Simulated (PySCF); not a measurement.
**Krypton: a sound run and one with changed settings**

Sound run: Kr²⁺ [Ar] 3d10 4s2 4p4, Kr³⁺ [Ar] 3d10 4s2 4p3. Computed with PySCF 2.14 in pcseg-2 (6s5p3d1f, 43 functions), with the non-relativistic Hamiltonian (point nucleus). In the sound run the correlated levels freeze [Ar] 3d10. The sound run starts from symmetry-adapted Hartree-Fock orbitals and uses a fine grid where one is needed.

Changed run: initial guess minao, at most 50 SCF cycles.

| species | method | sound run (hartree) | changed run (hartree) | converged |
| --- | --- | --- | --- | --- |
| Kr²⁺ | UHF | -2750.68844 | -2750.68844 | yes |
| Kr²⁺ | PBE | -2751.99055 | -2751.99055 | yes |
| Kr²⁺ | CCSD(T) | -2750.81829 | -2750.81829 | yes |
| Kr³⁺ | M06-2X | -2751.17500 | -2751.17500 | yes |
| Kr³⁺ | MP2 | -2749.50872 | -2749.50872 | yes |

Here the plain start reaches the same solutions.
